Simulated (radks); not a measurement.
All-electron atom: N3+ in 2s2 2p2 (not the ground configuration). Calculated with a radial shooting solver on a logarithmic mesh with Libxc functionals: Dirac Kohn-Sham, PBE, spin-unpolarised, spherical densities, finite nucleus; open shells fill j = l - 1/2 first; Fermi nuclear charge, rms radius 2.5582 fm.

Unscreened Slater integrals over Kohn-Sham orbitals (cm^-1). Large and small components are both included. Empty in this configuration: 2p3/2.

F0(2p1/2,2p1/2): 237770
F0(2p1/2,2s1/2): 217840
G1(2p1/2,2s1/2): 124790
F0(2p1/2,2p3/2): 237640
G2(2p1/2,2p3/2): 112000
F0(2s1/2,2s1/2): 205030
F0(2s1/2,2p3/2): 217750
G1(2s1/2,2p3/2): 124820
F0(2p3/2,2p3/2): 237520
F2(2p3/2,2p3/2): 112000
